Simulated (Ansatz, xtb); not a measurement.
## FH6N3Sn: which of two conformers lies lower

Structure a is `N[NH][Sn@H]([NH2])[F]`, a singlet and structure b is `N[NH][Sn@H]([NH2])[F]`, a singlet. Both are isolated molecules in the gas phase, relaxed with PBE0-D4/def2-SVP.

a (Å):

```xyz
11

F    -2.1250    0.4333   -1.7694
N     0.7081   -0.5562    0.6655
N     0.7456    0.5201   -0.2271
N    -1.9425    1.7154    0.9869
Sn   -0.9002    1.5584   -0.7462
H     0.4188   -0.2215    1.5826
H     0.0346   -1.2678    0.3787
H     1.5407    0.4645   -0.8537
H    -0.5537    2.9314   -1.7080
H    -1.8705    2.6248    1.4388
H    -2.9314    1.5202    0.8367
```

b (Å):

```xyz
11

F    -0.5064    2.5446   -0.4108
N    -1.3191   -0.3784    2.6629
N    -0.5893    0.6540    2.0598
N     0.7690   -0.4275   -0.7041
Sn   -0.7532    0.6597    0.0454
H    -2.1912   -0.0546    3.0820
H    -0.7646   -0.8266    3.3911
H    -0.5616    1.5433    2.5567
H    -2.2528    0.1709   -0.6053
H     1.6654   -0.2034   -0.2775
H     0.8713   -0.3890   -1.7155
```

Q: Estimate which is lower in electronic energy at CCSD(T)/def2-SVP + ΔMP2/def2-TZVPP, and by roughly how much.

A: CCSD(T)/def2-SVP + ΔMP2/def2-TZVPP gives E(b) − E(a) = −0.025 eV, slightly favouring structure b, which is too small a margin to settle the true order.

The same difference at several levels:

```csv
level,geometry,E(b) − E(a) (eV),departure from the last row (eV),"job, with rough time for the two"
PBE0-D4/def2-SVP,PBE0-D4/def2-SVP,+0.001,+0.026,"optimisation, 74 s"
HF/def2-SVP,PBE0-D4/def2-SVP,−0.086,−0.061,part of the CCSD(T) run
MP2/def2-SVP,PBE0-D4/def2-SVP,−0.038,−0.013,part of the CCSD(T) run
CCSD(T)/def2-SVP,PBE0-D4/def2-SVP,−0.036,−0.012,single point
CCSD(T)/def2-SVP + ΔMP2/def2-TZVPP,PBE0-D4/def2-SVP,−0.025,,"single point, 46 s"
```

The largest departure from CCSD(T)/def2-SVP + ΔMP2/def2-TZVPP is that of HF/def2-SVP, 0.061 eV. Levels run at GFN2-xTB geometries aren't shown. The last row adds to CCSD(T) the change of the MP2 difference between the two basis sets, here +0.012 eV.

With thermal terms from frequencies at re-optimised GFN2-xTB minima (ideal gas, soft modes damped towards free rotors, one conformer each, 298.15 K, 1 atm): the zero-point term adds +0.022 eV; ΔH is +0.003 and ΔG −0.021 eV.

The correlated steps freeze 8 core orbitals; the filled d shell of Sn is correlated, in a basis made for valence electrons. Atoms past krypton carry core potentials in the def2 sets and no spin–orbit term is included. Codes used: Ansatz 0.2.0, xtb 6.7.1; the last row on 2 threads of AMD EPYC 7B13 (Zen 3) on a shared host.
